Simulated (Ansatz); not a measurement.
`CCCCCCCCCCCCO`, relaxed as a singlet with RKS PBE-D4/def2-SVP in Ansatz, starting from the GFN2-xTB geometry. Force threshold 0.03 eV/Å.

Start:

Cartesian coordinates in Å:
```
C 2.698 3.109 -4.055
C 1.967 1.851 -3.603
C 0.687 2.196 -2.847
C -0.162 0.978 -2.483
C 0.522 -0.041 -1.568
C 1.021 0.514 -0.232
C -0.050 1.174 0.639
C -1.240 0.280 0.990
C -0.856 -0.965 1.786
C -2.097 -1.739 2.228
C -1.775 -3.066 2.909
C -1.068 -2.902 4.251
O -0.942 -4.180 4.839
H 2.952 3.730 -3.198
H 2.073 3.694 -4.726
H 3.616 2.854 -4.580
H 2.629 1.264 -2.964
H 1.719 1.240 -4.474
H 0.080 2.855 -3.475
H 0.943 2.754 -1.945
H -0.446 0.464 -3.405
H -1.083 1.326 -2.009
H 1.374 -0.476 -2.094
H -0.184 -0.852 -1.377
H 1.480 -0.305 0.326
H 1.805 1.250 -0.420
H -0.425 2.067 0.135
H 0.425 1.502 1.568
H -1.759 -0.021 0.079
H -1.944 0.869 1.584
H -0.278 -0.664 2.661
H -0.230 -1.617 1.176
H -2.710 -1.944 1.347
H -2.689 -1.116 2.903
H -1.147 -3.678 2.259
H -2.699 -3.617 3.092
H -0.076 -2.454 4.109
H -1.658 -2.238 4.901
H -0.470 -4.100 5.674
```

**Question.** Estimate the energy that the relaxation releases and the steps that it takes.

**Answer.** 5.3 kcal/mol, in 4 steps; 9.5 s on 6 threads of Intel Xeon 6975P-C on a shared host. No frequencies were taken in this run, so the end may be a saddle point.

**Question.** Does the start keep its bonding and symmetry?

**Answer.** By distances, no bond broke or formed. The bond that changes most is C1–H15, from 1.09 to 1.11 Å (atoms count from 1).

**Question.** Predict the relaxed structure.

**Answer.** 
```xyz
39

C     2.722    3.133   -4.067
C     1.969    1.879   -3.622
C     0.664    2.188   -2.881
C    -0.167    0.955   -2.496
C     0.531   -0.054   -1.569
C     1.039    0.520   -0.236
C    -0.030    1.194    0.639
C    -1.231    0.312    1.013
C    -0.875   -0.956    1.796
C    -2.104   -1.760    2.235
C    -1.794   -3.086    2.939
C    -1.077   -2.940    4.275
O    -0.951   -4.229    4.851
H     2.988    3.773   -3.200
H     2.106    3.752   -4.753
H     3.663    2.884   -4.598
H     2.632    1.263   -2.976
H     1.742    1.243   -4.508
H     0.039    2.853   -3.518
H     0.896    2.789   -1.972
H    -0.474    0.425   -3.425
H    -1.115    1.297   -2.025
H     1.388   -0.518   -2.103
H    -0.172   -0.892   -1.368
H     1.527   -0.297    0.337
H     1.848    1.257   -0.434
H    -0.405    2.109    0.130
H     0.455    1.555    1.573
H    -1.794    0.028    0.097
H    -1.943    0.918    1.617
H    -0.266   -0.671    2.683
H    -0.219   -1.612    1.181
H    -2.730   -1.971    1.340
H    -2.739   -1.128    2.897
H    -1.178   -3.736    2.280
H    -2.736   -3.644    3.128
H    -0.079   -2.459    4.122
H    -1.666   -2.244    4.929
H    -0.461   -4.132    5.687
```
Bond lengths: 11 × C–C 1.52 to 1.54 Å; 1 × C–O 1.42 Å; 25 × C–H 1.11 to 1.12 Å; 1 × H–O 0.97 Å.
